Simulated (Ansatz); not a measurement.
Basis-set extrapolation for C₁₀H₇Cl, SMILES `Clc1cccc2ccccc12` (PBE0-D4/def2-TZVP geometry, frozen core, Ansatz). Multiplicity 1, RHF reference.

|  | def2-TZVPP | def2-QZVPP |
| --- | --- | --- |
| HF | -842.413197 | -842.441129 |
| MP2 correlation | -1.750334 | -1.868093 |
| CCSD(T) correlation | -1.881582 | not run |

Energies in hartree. Use E(X) = E(∞) + A·exp(−7.88·√X) for Hartree–Fock and E(X) = E(∞) + B·X^(−2.97) for correlation, with X = 3 and 4, and add CCSD(T) minus MP2 of the smaller set to the MP2 limit.

Q: What is the CCSD(T) energy at the basis-set limit?

A: HF limit: -842.441129 + (-0.027932) × 0.13774 = -842.44498. MP2 limit: -1.868093 + (-0.117759) × 0.74074 = -1.95532. Higher-order term: -1.881582 − (-1.750334) = -0.13125. Total: -844.53155 hartree, 148.6 kcal/mol below CCSD(T)/def2-TZVPP.
